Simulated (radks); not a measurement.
Initial-state core-level shifts of neutral tellurium when its valence configuration changes from [Kr] 4d10 5s2 5p4. All-electron calculation, scalar-relativistic Kohn-Sham, PBE, spin-unpolarised, spherical densities, point nucleus. Program: a radial shooting solver on a logarithmic mesh with Libxc functionals. Shifts are changes of the shell-averaged eigenvalues in eV (positive: less bound).

valence,2p,3s,3d,4s
4d9 5s2 5p5,-9.226,-8.799,-8.891,-7.360
4d10 5s1 5p5,-1.406,-1.430,-1.428,-1.413
4d9.5 5s1.5 5p5,-5.267,-5.075,-5.119,-4.373
4d9 5s1.5 5p5.5,-9.899,-9.483,-9.574,-8.031
4d8 5s2 5p6,-18.752,-17.808,-18.008,-14.711
4d9.5 5s0.5 5p6,-6.608,-6.442,-6.483,-5.716
4d9 5s1 5p6,-10.559,-10.156,-10.246,-8.690
4d10 5s1.5 5p4.5,-0.711,-0.722,-0.721,-0.714
